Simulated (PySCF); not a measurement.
How the method changes the constants of KBe⁺

State: ¹Σ⁺ (singlet), closed shell. Set-up: PySCF, no relativity, basis sets K def2-SVPD, Be def2-SVPD. De refers to K⁺ + Be in their ground configurations, without counterpoise correction. A positive dipole points towards Be; it is taken about the centre of mass and depends on that origin.

```tsv
Level	Re (Å)	ωe (cm⁻¹)	De (eV)	μ (D)
RHF-MP2	3.648	126	0.201	n/a
RHF-SCS-MP2	3.666	123	0.192	n/a
RHF-CCSD	3.694	114	0.152	n/a
RHF-CCSD(T)	3.688	115	0.155	n/a
LDA	3.409	154	0.312	-0.37
PBE	3.524	138	0.259	-0.63
PW91	3.516	139	0.272	-0.60
r²SCAN	3.587	131	0.223	-0.76
r²SCANh	3.579	132	0.224	-0.75
PBE0	3.530	138	0.245	-0.67
```

The bond length runs from 3.409 Å (LDA) to 3.694 Å (RHF-CCSD). De spans 0.15 eV (RHF-CCSD, coupled cluster) to 0.31 eV (LDA, local density).

Correlated steps freeze 5 core orbitals. Closed-shell solutions of metal pairs were not tested for spin polarisation, which can lower them a little. The bond is weak. Basis-set superposition, not corrected here, can be much of De in a small basis, most of all at correlated wavefunction levels. For an ion De counts to the pair picked by the measured ionisation energies or electron affinities, which need not be the lowest pair at this level.
